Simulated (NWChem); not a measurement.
System: SnHOCl, singlet; SMILES [OH][Sn][Cl]

Excerpt of the output:

```
             Northwest Computational Chemistry Package (NWChem) 7.3.0
             --------------------------------------------------------

 CS  symmetry detected

                             Geometry "geometry" -> ""
                             -------------------------

 Output coordinates in angstroms (scale by  1.889725989 to convert to a.u.)

  No.       Tag          Charge          X              Y              Z
 ---- ---------------- ---------- -------------- -------------- --------------
    1 Sn                  50.0000     0.33775647     0.47031878     0.00000000
    2 Cl                  17.0000    -0.12736496    -1.89335486     0.00000000
    3 O                    8.0000    -1.56591828     1.04503206     0.00000000
    4 H                    1.0000    -2.19527294     0.31083720     0.00000000

 Effective nuclear repulsion energy (a.u.)     332.9390345247

      Symmetry information
      --------------------

 Group name             Cs
 Group number              2
 Group order               2
 No. of unique centers     4

                                 NWChem DFT Module
                                 -----------------

 Summary of "ao basis" -> "ao basis" (spherical)
 ------------------------------------------------------------------------------
       Tag                 Description            Shells   Functions and Types
 ---------------- ------------------------------  ------  ---------------------
 Sn                         def2-svp                10       26   4s4p2d
 Cl                         def2-svp                 8       18   4s3p1d
 O                          def2-svp                 6       14   3s2p1d
 H                          def2-svp                 3        5   2s1p

      Symmetry analysis of basis
      --------------------------

        a'         45
        a"         18

            General Information
            -------------------
          SCF calculation type: DFT
          Wavefunction type:  closed shell.
          No. of atoms     :     4
          No. of electrons :    48
           Alpha electrons :    24
            Beta electrons :    24
          Charge           :     0
          Spin multiplicity:     1
          Use of symmetry is: on ; symmetry adaption is: on
          Maximum number of iterations: 150
          AO basis - number of functions:    63
                     number of shells:    27
          Convergence on energy requested:  1.00D-06
          Convergence on density requested:  1.00D-05
          Convergence on gradient requested:  5.00D-04

              XC Information
              --------------
                        BHLYP Method XC Functional
                     Hartree-Fock (Exact) Exchange  0.500
                        Slater Exchange Functional  0.500 local
                    Becke 1988 Exchange Functional  0.500 non-local
              Lee-Yang-Parr Correlation Functional  1.000

             Grid Information
             ----------------
          Grid used for XC integration:  medium
          Radial quadrature: Mura-Knowles
          Angular quadrature: Lebedev.
          Tag              B.-S. Rad. Rad. Pts. Rad. Cut. Ang. Pts.
          ---              ---------- --------- --------- ---------
          Sn                  1.45      123           9.0       590
          Cl                  1.00       88           9.0       590
          O                   0.60       49           9.0       434
          H                   0.35       45          10.0       434
          Grid pruning is: on
          Number of quadrature shells:   305
          Spatial weights used:  Erf1

      Superposition of Atomic Density Guess
      -------------------------------------

 Sum of atomic energies:        -783.60969509

      Non-variational initial energy
      ------------------------------

 Total energy =    -747.979973
 1-e energy   =   -1439.467177
 2-e energy   =     528.556958
 HOMO         =      -0.307643
 LUMO         =      -0.042829

      Symmetry analysis of molecular orbitals - initial
      -------------------------------------------------

  Numbering of irreducible representations:

     1 a'          2 a"

  Orbital symmetries:

     1 a'          2 a'          3 a'          4 a'          5 a'
     6 a"          7 a'          8 a'          9 a'         10 a"
    11 a'         12 a'         13 a'         14 a"         15 a"
    16 a'         17 a'         18 a'         19 a'         20 a'
    21 a"         22 a"         23 a'         24 a'         25 a"
    26 a'         27 a'         28 a'         29 a'         30 a'
    31 a"         32 a'         33 a"         34 a'

     ---------------------------------------------
      Total Density - Mulliken Population Analysis
     ---------------------------------------------

    Atom       Charge   Shell Charges
 -----------   ------   -------------------------------------------------------
    1 Sn  22    20.71   1.60  0.43  1.19  0.68  3.28  2.71  0.47  0.26  9.78  0.31
    2 Cl  17    17.63   2.00  1.99  1.24  0.73  5.94  2.20  3.52  0.01
    3 O    8     8.98   1.99  1.12  0.68  3.12  2.07  0.00
    4 H    1     0.67   0.53  0.09  0.06

   convergence    iter        energy       DeltaE   RMS-Dens  Diis-err
 ---------------- ----- ----------------- --------- --------- ---------
 d= 0,ls=0.0,diis     1   -749.9985346840 -9.13D+02  2.18D-02  6.41D-01
 d= 0,ls=0.0,diis     2   -749.9146920665  8.38D-02  1.08D-02  1.58D+00
 d= 0,ls=0.0,diis     3   -750.0846123065 -1.70D-01  2.13D-03  1.64D-02
 d= 0,ls=0.0,diis     4   -750.0863867730 -1.77D-03  7.85D-04  2.63D-03
 d= 0,ls=0.0,diis     5   -750.0867565146 -3.70D-04  1.05D-04  2.76D-05
  Resetting Diis
 d= 0,ls=0.0,diis     6   -750.0867624337 -5.92D-06  3.85D-05  1.65D-06
 d= 0,ls=0.0,diis     7   -750.0867630496 -6.16D-07  1.06D-05  1.82D-07
 d= 0,ls=0.0,diis     8   -750.0867630986 -4.90D-08  4.10D-06  1.01D-07

         Total DFT energy =     -750.086763098589
      One electron energy =    -1441.662917553652
           Coulomb energy =      583.906909958761
    Exchange-Corr. energy =      -55.261001566853
 Nuclear repulsion energy =      162.930246063155

 Numeric. integr. density =       47.999998897671

                  Occupations of the irreducible representations
                  ----------------------------------------------

                     irrep           alpha         beta
                     --------     --------     --------
                     a'               18.0         18.0
                     a"                6.0          6.0

                       DFT Final Molecular Orbital Analysis
                       ------------------------------------

 Vector   22  Occ=2.000000D+00  E=-3.580102D-01  Symmetry=a"
              MO Center= -3.8D-01, -1.3D+00,  1.3D-13, r^2= 2.7D+00
   Bfn.  Coefficient  Atom+Function         Bfn.  Coefficient  Atom+Function
  ----- ------------  ---------------      ----- ------------  ---------------
    39      0.592339  2 Cl pz                36      0.415979  2 Cl pz
    50     -0.272950  3 O  pz                33      0.244378  2 Cl pz
    53     -0.223149  3 O  pz                18      0.056641  1 Sn d -1
    23     -0.050605  1 Sn d -1              16      0.037340  1 Sn pz
    13      0.026497  1 Sn pz

 Vector   23  Occ=2.000000D+00  E=-3.576812D-01  Symmetry=a'
              MO Center= -2.0D-01, -1.4D+00, -5.2D-16, r^2= 2.7D+00
   Bfn.  Coefficient  Atom+Function         Bfn.  Coefficient  Atom+Function
  ----- ------------  ---------------      ----- ------------  ---------------
    37      0.457723  2 Cl px                38     -0.381937  2 Cl py
    34      0.328801  2 Cl px                35     -0.272976  2 Cl py
    49     -0.193020  3 O  py                31      0.191948  2 Cl px
     3      0.163336  1 Sn s                 32     -0.160147  2 Cl py
    52     -0.148862  3 O  py                12      0.116486  1 Sn py

 Vector   24  Occ=2.000000D+00  E=-3.232497D-01  Symmetry=a'
              MO Center=  2.3D-01, -1.7D-02,  2.7D-15, r^2= 4.0D+00
   Bfn.  Coefficient  Atom+Function         Bfn.  Coefficient  Atom+Function
  ----- ------------  ---------------      ----- ------------  ---------------
     3      0.477016  1 Sn s                 37     -0.318504  2 Cl px
     4      0.299515  1 Sn s                 38     -0.260738  2 Cl py
    11      0.251990  1 Sn px                34     -0.218704  2 Cl px
    48     -0.216586  3 O  px                 2     -0.193219  1 Sn s
    35     -0.182771  2 Cl py                12      0.171700  1 Sn py

 Vector   25  Occ=0.000000D+00  E=-6.458711D-02  Symmetry=a"
              MO Center=  3.1D-01,  4.2D-01,  1.8D-14, r^2= 3.7D+00
   Bfn.  Coefficient  Atom+Function         Bfn.  Coefficient  Atom+Function
  ----- ------------  ---------------      ----- ------------  ---------------
    16      0.620041  1 Sn pz                13      0.509363  1 Sn pz
    39     -0.227674  2 Cl pz                53     -0.201221  3 O  pz
    50     -0.192703  3 O  pz                10     -0.164752  1 Sn pz
     7     -0.154557  1 Sn pz                36     -0.121184  2 Cl pz
    33     -0.071241  2 Cl pz                25     -0.043551  1 Sn d  1

 Vector   26  Occ=0.000000D+00  E= 1.218448D-02  Symmetry=a'
              MO Center=  4.4D-01,  5.7D-01,  4.1D-15, r^2= 4.6D+00
   Bfn.  Coefficient  Atom+Function         Bfn.  Coefficient  Atom+Function
  ----- ------------  ---------------      ----- ------------  ---------------
    15      0.855774  1 Sn py                12      0.385621  1 Sn py
    30      0.387300  2 Cl s                 47     -0.347235  3 O  s
    38      0.335601  2 Cl py                14     -0.257541  1 Sn px
    37      0.194110  2 Cl px                60      0.154708  4 H  s
     9     -0.131944  1 Sn py                35      0.132590  2 Cl py

 Vector   27  Occ=0.000000D+00  E= 4.212169D-02  Symmetry=a'
              MO Center=  1.4D-01,  3.1D-01,  2.3D-15, r^2= 4.9D+00
   Bfn.  Coefficient  Atom+Function         Bfn.  Coefficient  Atom+Function
  ----- ------------  ---------------      ----- ------------  ---------------
    14      0.920048  1 Sn px                47      0.462725  3 O  s
     3     -0.354365  1 Sn s                 38      0.347132  2 Cl py
    15      0.301837  1 Sn py                 4     -0.292448  1 Sn s
    30      0.289339  2 Cl s                 11      0.217968  1 Sn px
    51      0.179174  3 O  px                52     -0.168411  3 O  py

     ---------------------------------------------
      Total Density - Mulliken Population Analysis
     ---------------------------------------------

    Atom       Charge   Shell Charges
 -----------   ------   -------------------------------------------------------
    1 Sn  22    21.22   1.60  0.43  1.34  0.47  3.27  2.73  0.83  0.38  9.75  0.41
    2 Cl  17    17.41   2.00  1.99  1.24  0.74  5.93  2.11  3.39  0.01
    3 O    8     8.56   1.99  1.07  0.72  2.82  1.95  0.01
    4 H    1     0.81   0.66  0.08  0.07

     -------------------------------------------
      Total Density - Lowdin Population Analysis
     -------------------------------------------

    Atom       Charge   Shell Charges
 -----------   ------   -------------------------------------------------------
    1 Sn  22    21.51   1.19  0.79  1.05  0.74  3.01  2.81  0.98  0.63  9.49  0.82
    2 Cl  17    17.21   2.00  1.96  1.05  0.83  5.82  2.26  3.27  0.01
    3 O    8     8.35   1.97  0.91  0.65  2.69  2.12  0.01
    4 H    1     0.93   0.55  0.19  0.19

     Multipole analysis of the density
     ---------------------------------

     L   x y z        total         alpha         beta         nuclear
     -   - - -        -----         -----         ----         -------
     0   0 0 0      0.000000    -24.000000    -24.000000     48.000000

     1   1 0 0      0.541300      9.206390      9.206390    -17.871481
     1   0 1 0      0.515706     12.700684     12.700684    -24.885661
     1   0 0 1      0.000000      0.000000      0.000000      0.000000

     2   2 0 0    -31.084914    -64.147397    -64.147397     97.209879
     2   1 1 0      2.609503     12.338591     12.338591    -22.067678
     2   1 0 1     -0.000000     -0.000000     -0.000000      0.000000
     2   0 2 0    -36.536471   -151.542542   -151.542542    266.548614
     2   0 1 1     -0.000000     -0.000000     -0.000000      0.000000
     2   0 0 2    -29.249526    -14.624763    -14.624763      0.000000
```

Level: BHandHLYP/def2-SVP with def2 effective core potentials on Sn. Low-valent species are run as closed-shell singlets; no triplet was tried in these runs. Structure relaxed at the PBE0/def2-SVP level. def2 effective core potentials on Sn; no spin-orbit coupling.

Q: Which NWChem input produces such a log?

A: One answer among several that fit: the input that was run:
```
start job
memory heap 200 mb stack 900 mb global 1100 mb
geometry units angstroms noautoz
  Sn     0.338707     0.508764     0.000000
  Cl    -0.375337    -1.791982     0.000000
  O     -1.492989     1.282820     0.000000
  H     -2.196909     0.619777     0.000000
end
basis spherical
  Sn library def2-svp
  Cl library def2-svp
  O library def2-svp
  H library def2-svp
end
ecp
  Sn library def2-ecp
end
dft
  xc bhlyp
  iterations 150
  mulliken
end
task dft energy
```
